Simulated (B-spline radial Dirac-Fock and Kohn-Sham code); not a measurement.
# Dipole and non-dipole photoemission parameters of As²⁺ 3s

System: arsenic as As²⁺, configuration [Ar] 3d10 4s2 4p1; threshold 224.3 eV (orbital energy of the model). The computed values come from a radial atomic solver: Dirac-Hartree-Slater photoionisation with a Latter tail; cross sections with all multipoles, angular parameters from the dipole term and its interference with E2.

Input file task.json (cfg lists n, l and occupation; rrms is the nuclear radius in fm):

```json
{"items": [{
  "Z": 33,
  "q": 2,
  "cfg": [[1, 0, 2], [2, 0, 2], [2, 1, 6], [3, 0, 2], [3, 1, 6], [3, 2, 10], [4, 0, 2], [4, 1, 1]],
  "A": 75,
  "rrms": 4.0968,
  "do": "xps",
  "hv": [85.5, 128.0, 140.0, 209.0, 239.0, 297.0, 394.0, 400, 453.0, 526.0, 579.0, 800, 908.0, 976.0, 1253.6, 1480.0, 1960.0, 2000, 4140.0, 5414.7, 5560.0, 6190.0, 6240.0, 7840.0, 8047.8, 10700.0, 11700.0, 12000, 12900.0, 15000]
}]}
```

Command: `python xray2_run.py task.json out`

For linearly polarised light dσ/dΩ = σ/(4π) [1 + β P₂(cos θ) + (δ + γ cos²θ) sin θ cos φ], with θ from the polarisation vector and φ the angle between the beam and the projection of the electron momentum on the plane normal to the polarisation.

```
hν (eV)  σ (kb)      β       γ
    239     212  1.995   0.302
    297       ?      ?       ?
    394     136  1.997   0.324
    400     134  1.997   0.320
    453     115  1.997   0.281
    526    94.9  1.998   0.228
    579    83.1  1.998   0.191
    800    51.2  1.998   0.068
    908    41.8  1.998   0.025
    976    37.2  1.998   0.003
 1253.6    24.4  1.999  -0.054
   1480    18.2  1.999  -0.071
   1960    10.9  1.999  -0.057
   2000    10.5  1.999  -0.054
   4140    2.43  1.999   0.288
 5414.7    1.37  1.999   0.522
   5560    1.29  1.999   0.549
   6190    1.02  1.999   0.660
   6240   0.998  1.999   0.669
   7840   0.595  1.998   0.935
 8047.8   0.560  1.998   0.968
  10700   0.287  1.998   1.357
  11700   0.231  1.998   1.492
  12000   0.217  1.998   1.531
  12900   0.182  1.998   1.646
  15000   0.125  1.998   1.900
```

Q: Give the values at 297 eV.

A: σ = 183 kb, β = 1.996, γ = 0.363. For an s subshell δ is negligible.
